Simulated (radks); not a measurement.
Question: The mean radii <r> (bohr) of the occupied orbitals of an atom or ion are listed with their occupations. Calculated with a radial shooting solver on a logarithmic mesh with Libxc functionals: non-relativistic Kohn-Sham, TPSS, spin-polarised, spherical densities, point nucleus; meta-GGA in the generalised Kohn-Sham scheme.

orbital  occ.      <r>
1s down     1  0.02104
1s up       1  0.02104
2s up       1  0.08904
2s down     1  0.08903
2p up       3  0.07538
2p down     3  0.07537
3s up       1   0.2253
3s down     1   0.2252
3p up       3   0.2154
3p down     3   0.2153
3d up       5   0.1893
3d down     5   0.1893
4s up       1   0.4677
4s down     1   0.4681
4p up       3   0.4680
4p down     3   0.4685
4d up       5   0.4637
4d down     3   0.4641

Name the element and its charge. Open shells, if any, are filled with parallel spins first.

Answer: Z = 72, hafnium, charge +28: Hf28+ in [Kr] 4d8. The 1s radius gives Z: for a bare nucleus <r> = 1.5/Z, 0.02083 bohr for Z = 72, and screening makes it slightly larger (0.02104 here). The occupations add up to 44, and the charge is Z minus that.
